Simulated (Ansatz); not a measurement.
Basis-set extrapolation for `C=C(F)B(O)F` (PBE0-D4/def2-TZVP geometry, frozen core, Ansatz). Multiplicity 1, RHF reference.

```tsv
	def2-TZVPP	def2-QZVPP
HF	-376.176094	-376.192813
MP2 correlation	-1.137583	-1.232491
CCSD(T) correlation	-1.200293	not run
```

Energies in hartree. Use E(X) = E(∞) + A·exp(−7.88·√X) for Hartree–Fock and E(X) = E(∞) + B·X^(−2.97) for correlation, with X = 3 and 4, and add CCSD(T) minus MP2 of the smaller set to the MP2 limit.

Q: What is the CCSD(T) energy at the basis-set limit?

A: HF limit: -376.192813 + (-0.016719) × 0.13774 = -376.19512. MP2 limit: -1.232491 + (-0.094908) × 0.74074 = -1.30279. Higher-order term: -1.200293 − (-1.137583) = -0.06271. Total: -377.56062 hartree, 483.7 kJ/mol below CCSD(T)/def2-TZVPP.
